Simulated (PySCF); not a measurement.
Predicted microwave data (PBE0-D3(BJ)/def2-SVP geometry optimisation, gas phase (PySCF 2.14.0)) for one isomer of C4H3BF2O:

| Property | Result |
| --- | --- |
| Rotational constants | A = 4924, B = 1447, C = 1119 MHz |
| Dipole components | \|μa\| = 2.65 D, \|μb\| = 0.66 D, \|μc\| = 0.00 D |
| Inertial defect | 0.00 u·Å² |
| κ | -0.83 |

Problem. Which structure is it? (One computed conformer of each.)
A. `[CH2:1]=[C:2]=[C:3]([CH:4]=[O:5])[B:6]([F:7])[F:8]` with C2–C3–C4–O5 -1°
B. `FB(F)c1ccco1`

Solution. B. It is FB(F)c1ccco1, an asymmetric top, point group Cs. The candidates at the same level (rigid rotor, commonest isotopes):

```csv
SMILES,A (MHz),B (MHz),C (MHz),μa (D),μb (D),μc (D),Δ (u·Å²),point group,rotor
FB(F)c1ccco1,4924,1447,1119,2.65,0.66,0.00,0.00,Cs,asymmetric top
C=C=C(C=O)B(F)F,2545,1648,1008,0.25,1.99,0.04,-3.99,near Cs,asymmetric top
```

`C=C=C(C=O)B(F)F` has A 48 % too low. In the right answer the mirror of this Cs structure is the ab plane, so μc vanishes by symmetry. No structure here is proved a minimum.
